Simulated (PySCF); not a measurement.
**Computed properties of CH₃ITe, SMILES C[Te]I**

Te(I)(Me) (CH3ITe), SMILES C[Te]I. The structure is a stationary point at B3LYP-D3(BJ)/def2-SVP. The def2 effective core potentials stand for the cores of I, Te; spin–orbit coupling is left out. Other conformers were not sampled. All values are computed for the isolated molecule unless a solvent is named; none is compared with measurement here.

**Structure.** The optimised structure has Cs symmetry. All 12 harmonic modes at B3LYP-D3(BJ)/def2-SVP (PySCF) are real, so it is a minimum. With heavy atoms numbered as in [Te:1]([I:2])[CH3:3], the shortest bond between them is Te1–C3 at 2.175 Å and the longest Te1–I2 at 2.750 Å.

**Vibrations.** The strongest infrared lines (harmonic, unscaled, degenerate partners summed) lie at 1238 cm⁻¹ (14 km/mol, H 85 %, C 14 %), 827 cm⁻¹ (12 km/mol, H 84 %, C 15 %), 1441 cm⁻¹ (11 km/mol, H 95 %). The softest mode is at 125 cm⁻¹ and the zero-point energy is 23.1 kcal/mol.

**Electronic structure.** PBE0/def2-TZVPD (PySCF) places the frontier levels at -6.16 and -2.79 eV, a gap of 3.37 eV, and gives a dipole moment of 2.06 D and a mean polarisability of 94.4 bohr³.

**Excitations.** TDDFT-M06-2X/def2-SVPD (PySCF) has S1 at 1.93 eV (644 nm, f = 0.001, dark); the most intense of the 10 singlets computed lies at 6.08 eV (f = 0.19). T1 (TDA) is at 1.40 eV.
